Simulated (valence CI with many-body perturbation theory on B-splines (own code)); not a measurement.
**Tm37+: fill in the table**

Method: relativistic CI+MBPT: four valence electrons over a frozen Dirac-Fock core [Ar] 3d10, radial functions for each j: 11 s, 11 p, 10 d, 8 f, 5 g, 2 h, with the one-electron correlation potential Σ1, the two-electron term Σ2, the three-electron term Σ3, Breit, model QED; selected CI, second order for the rest, scaled by the run's own slope (own B-spline code, finite nucleus).

The last digits are not significant, and no measured levels were compared; by estimate large intervals hold to a few tenths of a per cent, small ones and those within an open d or f shell to about a per cent. Among the levels kept, up to 390 cm⁻¹ of a level comes from second order outside the variational space, and about a tenth of that is noise between levels of different J, which matters for small intervals.

```tsv
Level	E (cm⁻¹)
(4s^2 4p1/2^2) J=0	0
(4s^2 4p1/2 4p3/2) J=1	?
(4s^2 4p1/2 4p3/2) J=2	528980
(4s^2 4p3/2^2) J=2	1050300
(4s^2 4p3/2^2) J=0	?
(4s 4p1/2^2 4p3/2) J=2	1172100
(4s 4p1/2^2 4p3/2) J=1	1278600
(4s^2 4p1/2 4d3/2) J=2	?
(4s 4p1/2 4p3/2^2) J=2 [a]	1625600
(4s 4p1/2 4p3/2^2) J=3	?
(4s^2 4p1/2 4d3/2) J=1	?
(4s 4p1/2 4p3/2^2) J=0	1760700
(4s^2 4p1/2 4d5/2) J=2	1794100
(4s^2 4p1/2 4d5/2) J=3	1803900
(4s 4p1/2 4p3/2^2) J=1 [a]	1811700
(4s 4p1/2 4p3/2^2) J=2 [b]	1842700
(4s 4p1/2 4p3/2^2) J=1 [b]	1848300
(4s^2 4p3/2 4d3/2) J=2 [a]	2201500
(4s^2 4p3/2 4d3/2) J=1	2209600
(4s^2 4p3/2 4d3/2) J=2 [b]	?
```

Levels are named by their leading jj configuration (3d3/2^4 stands for four electrons in 3d with j = 3/2), which in mixed levels can hold well under half, so a name can repeat and another be missing. Letters in brackets count levels of one name in rising energy.

**Question.** The levels stand in rising order. What does the calculation give for the missing energies?

**Answer.** (4s^2 4p1/2 4p3/2) J=1 497920; (4s^2 4p3/2^2) J=0 1118200; (4s^2 4p1/2 4d3/2) J=2 1589700; (4s 4p1/2 4p3/2^2) J=3 1684300; (4s^2 4p1/2 4d3/2) J=1 1714600; (4s^2 4p3/2 4d3/2) J=2 [b] 2210900.
